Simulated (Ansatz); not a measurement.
`C[CH2][Al]([CH3])[Cl]`. Charge 0, multiplicity 1. The geometry is a stationary point of PBE0-D4/def2-TZVP. It is one conformer, not always the lowest.

```xyz
13

C     0.912    1.518   -0.403
C     1.298    0.039   -0.414
Al   -0.109   -1.204    0.121
C    -1.905   -0.696    0.661
Cl    0.384   -3.260    0.099
H     1.742    2.161   -0.710
H     0.601    1.849    0.592
H     0.078    1.725   -1.079
H     2.163   -0.138    0.239
H     1.646   -0.261   -1.411
H    -2.511   -1.556    0.952
H    -2.422   -0.176   -0.152
H    -1.875    0.002    1.505
```

Question: What is the dipole moment at ωB97M-V/def2-TZVPP? (An estimate is asked.)

Answer: Computed: 2.01 D, with components (-0.40, 1.97, 0.00) D in this frame, pointing from negative to positive charge.

Question: And with PBE, r2SCAN, B3LYP? (Estimate.)

Answer: Ansatz gave: PBE 2.01 D, r2SCAN 2.04 D, B3LYP 2.02 D.

Question: Give the Mulliken charges with ωB97M-V, r2SCAN, PBE in def2-TZVPP. (Estimate.)

Answer: The calculation gave: 
```json
{"atom": "C1", "ωB97M-V": "-0.32", "r2SCAN": "-0.12", "PBE": "-0.24"}
{"atom": "C2", "ωB97M-V": "-0.36", "r2SCAN": "-0.25", "PBE": "-0.26"}
{"atom": "Al3", "ωB97M-V": "0.58", "r2SCAN": "0.61", "PBE": "0.48"}
{"atom": "C4", "ωB97M-V": "-0.51", "r2SCAN": "-0.39", "PBE": "-0.42"}
{"atom": "Cl5", "ωB97M-V": "-0.25", "r2SCAN": "-0.29", "PBE": "-0.26"}
{"atom": "H6", "ωB97M-V": "0.11", "r2SCAN": "0.04", "PBE": "0.08"}
{"atom": "H7", "ωB97M-V": "0.10", "r2SCAN": "0.04", "PBE": "0.08"}
{"atom": "H8", "ωB97M-V": "0.10", "r2SCAN": "0.04", "PBE": "0.08"}
{"atom": "H9", "ωB97M-V": "0.10", "r2SCAN": "0.05", "PBE": "0.08"}
{"atom": "H10", "ωB97M-V": "0.10", "r2SCAN": "0.05", "PBE": "0.08"}
{"atom": "H11", "ωB97M-V": "0.12", "r2SCAN": "0.08", "PBE": "0.11"}
{"atom": "H12", "ωB97M-V": "0.11", "r2SCAN": "0.07", "PBE": "0.10"}
{"atom": "H13", "ωB97M-V": "0.11", "r2SCAN": "0.07", "PBE": "0.10"}
```

B3LYP here is the variant with VWN-RPA as its local correlation; programs differ in this.
